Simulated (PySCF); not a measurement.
## O(3+): ionisation energy

O(3+) [He] 2s2 2p1 [2p1/2^1, M_J = 1/2] → O(4+) [He] 2s2, as a difference of total energies. All numbers are calculated (PySCF 2.14, the two-component X2C-1e Hamiltonian, in x2c-QZVPPall-2c (7s4p3d2f1g, 57 functions)). Correlated levels: 1s2 frozen; the 2 highest virtual spinors dropped. "Screened" scales the spin-orbit matrix elements by Boettger's factors to mimic the two-electron term; Breit and QED terms are absent.

| method | ionisation energy (eV) | error (eV) |
| --- | --- | --- |
| GHF (spin-free) | 77.358 | -0.055 |
| GMP2 (spin-free) | 77.517 | +0.104 |
| GHF (screened spin-orbit) | 77.390 | -0.023 |
| GMP2 (screened spin-orbit) | 77.548 | +0.135 |

Reference: 77.413 eV (measured; NIST Atomic Spectra Database, ionization energies).

Errors of the correlated levels include the incompleteness of this basis and the frozen core.
